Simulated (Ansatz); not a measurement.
Geometry optimisation, RKS BLYP/def2-SVP (Ansatz 0.2.0).

The input (input.yaml):

```yaml
crystal:
  periodic: [false, false, false]
  atoms:
    - { symbol: Al, position_ang: [-0.4738, 2.00408, 0.08346] }
    - { symbol: S, position_ang: [1.04701, 0.51208, -0.35973] }
    - { symbol: Si, position_ang: [0.34791, -1.52434, -0.06071] }
    - { symbol: Cl, position_ang: [1.88195, -2.70949, -0.49964] }
    - { symbol: H, position_ang: [-1.40826, 2.53336, -1.01728] }
    - { symbol: H, position_ang: [-0.59285, 2.62043, 1.48741] }
    - { symbol: H, position_ang: [-0.76458, -1.76177, -0.96839] }
    - { symbol: H, position_ang: [-0.03738, -1.67436, 1.33487] }
basis:
  gaussian: { orbitals: def2-SVP }
hamiltonian:
  xc: blyp
relax:
  f_tol: 0.02
  max_steps: 50
```

Run as:

```bash
$ ansatz run input.yaml --threads 2 --pin off --max-ram 3072MiB --backend cpu --events-out ev --progress --plain --runs-dir out
```

Problem. Where does it end, and by what steps?

Solution. The run converged. The force dipped under the threshold on the way, but the program's further checks kept it going. After 34 steps the energy has fallen by 0.548 eV; S2 moved furthest, 1.83 Å.

```csv
step,energy less start (eV),largest force component (eV/Å),accepted
0,0.0000,1.832,yes
2,-0.2223,0.095,yes
4,-0.2280,0.069,yes
6,-0.2402,0.109,yes
8,-0.3250,0.314,yes
10,-0.4334,0.213,yes
12,-0.4956,0.127,yes
14,-0.5006,0.099,yes
16,-0.5053,0.028,yes
18,-0.5139,0.136,yes
20,-0.5240,0.055,yes
22,-0.5285,0.174,no
24,-0.5351,0.134,yes
26,-0.5400,0.147,yes
28,-0.5382,0.214,no
30,-0.5469,0.050,yes
32,-0.5481,0.079,yes
34,-0.5485,0.012,yes
```

```xyz
8
Properties=species:S:1:pos:R:3
Al -0.243 1.930 0.015
S -0.437 0.222 -1.392
Si 0.036 -1.481 -0.133
Cl 2.064 -1.520 0.411
H -0.425 3.361 -0.643
H 0.019 1.660 1.558
H -0.253 -2.699 -0.947
H -0.762 -1.474 1.131
```

Whether the end is a true minimum wasn't checked by a vibrational analysis.

The run took 63 s on 2 threads of Arm Neoverse V1, on a shared host, peak memory 0.15 GiB.
